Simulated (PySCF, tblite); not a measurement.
Isomers of C6H11FS2Si. Method: GFN2-xTB as coded in tblite; computed harmonic values from a numerical Hessian at the method's own geometry, unscaled. Against measured fundamentals such values can be off by several per cent, at times by over 20. Modes of hydrogen on silicon can be 10 to 20 % off. One conformer each.

Electronic energies: PBE0/pcSseg-1 single points on the GFN2-xTB geometries (PySCF, gas phase).

| SMILES | electronic energy, lowest = 0 (kcal/mol) |
| --- | --- |
| C=C(C)[C@@H]1[SiH2]SCS[C@@H]1F | 0.0 |
| F[C@@H]1SCS[SiH2][C@@H]1C1CC1 | 4.4 |
| CSCS[SiH2]C1=CC[C@H]1F | 26.0 |

Q: How do GFN2-xTB zero-point energies change the relative energies?

A: 
```csv
SMILES,ZPE (kcal/mol),of it from modes above 1550 cm⁻¹,electronic (kcal/mol),"with ZPE, lowest = 0 (kcal/mol)",lowest mode (cm⁻¹),rings
C=C(C)[C@@H]1[SiH2]SCS[C@@H]1F,96.2,48.1,0.0,0.0,51,1
F[C@@H]1SCS[SiH2][C@@H]1C1CC1,97.3,45.8,4.4,5.4,59,2
CSCS[SiH2]C1=CC[C@H]1F,94.9,47.8,26.0,24.6,12,1
```

The zero-point energies span 2.4 kcal/mol, from `CSCS[SiH2]C1=CC[C@H]1F` to `F[C@@H]1SCS[SiH2][C@@H]1C1CC1`. The order is unchanged.

Q: And how do the electronic energies of GFN2-xTB itself compare?

A: `C=C(C)[C@@H]1[SiH2]SCS[C@@H]1F` 1.8; `F[C@@H]1SCS[SiH2][C@@H]1C1CC1` 0.0; `CSCS[SiH2]C1=CC[C@H]1F` 24.6 kcal/mol, lowest = 0. Against the energies above, taken from the same isomer `C=C(C)[C@@H]1[SiH2]SCS[C@@H]1F`, the largest difference is 6.2 kcal/mol.
